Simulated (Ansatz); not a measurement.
Reaction (ligand exchange at a B–C bond): `N#CC[BH][GaH2]` + HCl → `Cl[BH][GaH2]` + `CC#N`

Program: Ansatz. Geometries: PBE0-D4/def2-TZVP. ΔE: electronic, gas phase. CCSD(T)/CBS adds triple-zeta CCSD(T) − MP2 to the extrapolated MP2 energy (def2 sets, frozen cores). This one scheme is used for every species. DFT in def2-TZVPP. For Ga outer-core shells are correlated without core-valence functions, which leaves a few kJ/mol of doubt a bond. Scalar relativity is left out up to krypton. Each species was taken in one conformer, which may not be the lowest.

`N#CC[BH][GaH2]`:

```xyz
10

N     0.143   -0.970    2.395
C    -0.309   -0.191    1.679
C    -0.822    0.749    0.703
B    -0.251    0.557   -0.756
Ga    1.123   -0.931   -1.240
H    -0.617    1.778    1.029
H    -1.918    0.684    0.660
H    -0.676    1.340   -1.559
H     2.672   -0.670   -1.173
H     0.654   -2.347   -1.737
```

HCl:

Z-matrix (Å, degrees):
```
Cl
H 1 1.279
```

`Cl[BH][GaH2]`:

Z-matrix (Å, degrees):
```
B
Ga 1 2.085
Cl 1 1.749 2 119.1
H 1 1.196 2 126.2 3 180.0
H 2 1.573 1 121.5 3 89.6
H 2 1.573 1 121.5 3 -89.5
```

`CC#N`:

```xyz
6

C     0.381   -0.290   -0.089
C    -0.752    0.573    0.176
N    -1.651    1.258    0.386
H     1.046    0.177   -0.817
H     0.937   -0.472    0.832
H     0.038   -1.246   -0.488
```

```csv
level,ΔE (kJ/mol)
BHLYP,-93.1
MP2/def2-QZVPP,-89.2
```

Problem. What does CCSD(T)/CBS give? (Best estimate.)

Solution. Ansatz gave: -86.9 kJ/mol. The listed levels differ from it by -6.2, -2.3 kJ/mol.

Largest T1 diagnostic among the species: 0.014.

At CCSD(T), def2-SVP lies −10.1 kJ/mol from the extrapolated value and def2-TZVPP −0.2 kJ/mol. From BLYP to BHLYP (50 % exact exchange), in def2-TZVPP and without D4, ΔE moves by +4.0 kJ/mol.

CCSD(T)/CBS has its own doubt, a few kJ/mol and more with outer-core shells, so smaller differences from it don't rank the levels.
